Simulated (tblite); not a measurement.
Compound: C₇H₁₀SSi.
Numbering: `[CH:1]#[C:2][C@@H:3]1[CH2:4][C@:5]12[CH2:6][C@H:7]2[S:8][SiH3:9]` (hydrogens: H10 on C1; H11 on C3; H12, H13 on C4; H14, H15 on C6; H16 on C7; H17, H18, H19 on Si9)

Cartesian coordinates in Å at the GFN2-xTB level; atoms count from 1:
```
atom  x, y, z in Å
C1    -3.8886    0.5981   -0.9820
C2    -2.9578   -0.1245   -0.7654
C3    -1.8328   -0.9630   -0.4989
C4    -1.3573   -1.1382    0.9362
C5    -0.5661   -0.3407   -0.0200
C6     0.0810    0.9885   -0.0542
C7     0.8304   -0.2550   -0.4835
S8     2.1408   -0.9121    0.5717
Si9    3.6961    0.4843    0.1063
H10   -4.7125    1.2174   -1.1746
H11   -1.7521   -1.8207   -1.1586
H12   -0.9851   -2.1081    1.2316
H13   -1.8970   -0.6122    1.7106
H14   -0.2113    1.6985   -0.8157
H15    0.3556    1.4388    0.8894
H16    1.0498   -0.3943   -1.5349
H17    3.9572    0.4006   -1.3265
H18    3.2329    1.8224    0.4565
H19    4.8069    0.0295    0.9198
```

Calculated harmonic vibrations of the isolated species, GFN2-xTB (tblite), most abundant isotopes, no scaling. This tight-binding method is rough: wavenumbers can miss measured ones by several per cent, in bad cases by 10 to 20. Modes of hydrogen on silicon can be 10 to 20 % off. One conformer, not necessarily the lowest.

Harmonic wavenumbers (cm⁻¹): 36.8, 60.1, 77.2, 97.6, 123.7, 162.8, 216.2, 297.8, 330.1, 344.0, 452.1, 503.6, 519.6, 537.9, 563.5, 635.4, 660.9, 677.8, 698.7, 739.1, 766.6, 793.1, 833.4, 902.0, 913.5, 956.2, 977.2, 1018.5, 1049.0, 1058.4, 1069.1, 1077.4, 1101.7, 1124.7, 1161.3, 1212.0, 1295.8, 1418.9, 1434.1, 1613.1, 2284.4, 2294.2, 2309.6, 2384.2, 3017.8, 3019.1, 3064.9, 3077.6, 3080.4, 3093.6, 3400.4.

A = 3742, B = 509.9, C = 471.8 MHz; mass 154.027 u (most abundant isotopes); point group C1, symmetry number 1.

Problem. What is the zero-point energy?

Solution. ½Σν̃ = 30269 cm⁻¹ = 362.09 kJ/mol.

Problem. Entropy at 200 K, 1 bar (ideal gas, RRHO, classical rotation)?

Solution. Translation 163.38, rotation 121.62, vibration 98.82: S = 383.8 J/(mol K).

Problem. And Cp and H(200 K) − H(0)?

Solution. Cp = 132.84 J/(mol K), of which vibrations give 99.58 (their classical limit is 51 R = 424.0); H(200 K) − H(0) = 16.98 kJ/mol without the zero-point energy, 10.33 from vibrations.

Problem. How do the functions run with temperature in this model?

Solution. 
```
 T (K)  S (J/(mol K))  Cp (J/(mol K))  H − H(0) (kJ/mol)  G − H(0) (kJ/mol)  ln q(vib)
   150          349.3           108.6              10.95             -41.45       4.11
   250          416.2           158.2              24.25             -79.79       7.22
298.15          446.1           182.0              32.45            -100.56       8.69
   400          506.0           226.4              53.33            -149.08      11.78
   600          610.5           288.2             105.28            -261.02      17.65
   900          738.9           344.1             200.88            -464.16      25.74
```

q(vib) and H(0) count from the zero-point level.

Problem. What must be added to the electronic energy to get the Gibbs energy at 200 K and 1 bar?

Solution. ZPE + [H(200 K) − H(0)] − T·S = 362.09 + 16.98 − 76.76 = 302.31 kJ/mol.

Hindered rotation and anharmonicity are outside this model. Other conformers, if any are populated, would add a mixing term that is left out. The structure is chiral; the term R ln 2 for an equal mix with its mirror image is left out.
